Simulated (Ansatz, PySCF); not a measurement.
Ansatz (a program for electronic structure) was given this input:
Ansatz 0.2 input:
```yaml
crystal:
  periodic: [false, false, false]
  atoms:
    - {symbol: Zn, position_ang: [-0.00000000, -0.00000000, -1.16683428]}
    - {symbol: Br, position_ang: [0.00000000, 0.00000000, 1.00014367]}
basis:
  gaussian:
    orbitals: def2-TZVP
hamiltonian:
  xc: cam_b3lyp
total_charge: 1
accuracy: high
```

Problem. Write the same job for PySCF.

Solution. One answer among several that fit: 
```python
from pyscf import gto, scf, dft

mol = gto.Mole()
mol.atom = '''
    Zn   -0.000000   -0.000000   -1.166834
    Br    0.000000    0.000000    1.000144
'''
mol.basis = 'def2-tzvp'
mol.charge = 1
mol.spin = 0
mol.verbose = 4
mol.build()

mf = dft.RKS(mol)
mf.xc = 'camb3lyp'
mf.grids.atom_grid = (99, 590)
mf.grids.prune = None
mf.kernel()
```

Both were run: Ansatz gave -4353.487150 Eh and PySCF -4353.487149 Eh, 0.002 mEh apart.
